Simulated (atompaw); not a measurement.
## An all-electron radial function and its pseudo partner (V)

Columns: radius, all-electron u(r) and pseudo u(r) of the 4s shell (level -3.79 eV) of vanadium in the configuration [Ar] 3d4 4s1 4p0; PBE, non-relativistic, PAW (atompaw) scheme, atompaw 4.2.0.5.

```
r (bohr)  all-electron   pseudo
   0.115       -0.0549  -0.0323
   0.231       -0.1403  -0.0648
   0.346       -0.0342  -0.0969
   0.462        0.1070  -0.1291
   0.577        0.2037  -0.1608
   0.692        0.2411  -0.1921
   0.808        0.2274  -0.2233
   0.923        0.1784  -0.2537
   1.038        0.1086  -0.2836
   1.154        0.0284  -0.3129
   1.269       -0.0533  -0.3411
   1.385       -0.1331  -0.3686
   1.500       -0.2066  -0.3947
   1.615       -0.2730  -0.4196
   1.731       -0.3324  -0.4432
   1.846       -0.3834  -0.4651
   1.962       -0.4274  -0.4854
   2.077       -0.4639  -0.5037
   2.192       -0.4940  -0.5200
   2.308       -0.5184  -0.5343
   2.423       -0.5372  -0.5462
   2.538       -0.5512  -0.5558
   2.654       -0.5611  -0.5630
   2.769       -0.5670  -0.5676
   2.885       -0.5696  -0.5697
   3.000       -0.5692  -0.5692
```

**Question.** How many radial nodes do the two functions have?

**Answer.** The all-electron 4s function has n − l − 1 = 3 (the table is too coarse to show those close to the nucleus); the pseudo-wave has 0, since the states of the same l below it are removed with the core.

**Question.** Is the pseudo-wave norm-conserving?

**Answer.** No, it belongs to a PAW set: the norm inside the radius is not constrained, and the difference is carried by the augmentation charge.
